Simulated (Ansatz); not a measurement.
`BN(B)CC` + `N=CF` → `BN=CF` + `BNCC` at 298.15 K and 1 bar (ligand exchange at a B–N bond).

Computed with Ansatz on PBE0-D4/def2-TZVP structures; ΔE is electronic, products minus reactants. CCSD(T)/CBS is the MP2 limit (def2-TZVPP, def2-QZVPP) plus CCSD(T) − MP2 in def2-TZVPP, frozen cores. This one scheme is used for every species. One conformer a species, not always the lowest.

```csv
species,CCSD(T)/CBS energy (Eh),H − E (kJ/mol),S (J/(mol·K))
`BN(B)CC`,-185.85795,326.2,328.0
`N=CF`,-193.72220,98.3,248.2
`BN=CF`,-219.13545,131.7,285.1
`BNCC`,-160.44809,293.3,299.8
```

H − E and S are ideal-gas, rigid-rotor, harmonic terms from PBE0-D4/def2-TZVP, for one conformer and one mirror image of each species. 1 Eh = 2625.50 kJ/mol, R = 8.31446 J/(mol·K).

Q: By hand: ΔE, ΔH, ΔS and ΔG.

A: ΔE = (-219.13545) + (-160.44809) − (-185.85795) − (-193.72220) = -0.00339 Eh = -8.9 kJ/mol. Δ(H − E) = 131.7 + 293.3 − 326.2 − 98.3 = 0.5, so ΔH = -8.4 kJ/mol. ΔS = 285.1 + 299.8 − 328.0 − 248.2 = 8.7 J/(mol·K). ΔG = -8.4 − 298.15 × (8.7)/1000 = -11.0 kJ/mol.

Q: By hand: the equilibrium constant, and the temperature at which ΔG would vanish if ΔH and ΔS stayed fixed.

A: log₁₀ K = −ΔG/(RT ln 10) = 1.9. ΔH and −TΔS have one sign here, so there is no such temperature.

The number of gas molecules stays the same, so ΔS is small and ΔH decides. A doubt of 5 kJ/mol in ΔE shifts log₁₀ K by 0.9 here. Other conformers and mirror images would add mixing entropy, several J/(mol·K) or more a flexible species. Modes under 60 cm⁻¹, often nearly free rotors, make the harmonic entropy too high. These are equilibria of isolated gas molecules and say nothing of rates. Largest T1 diagnostic: 0.015 (customary marks: 0.02 for closed shells, 0.045 for open ones).

ΔS is within the doubt of such terms, so its sign, and with it that verdict, could turn.
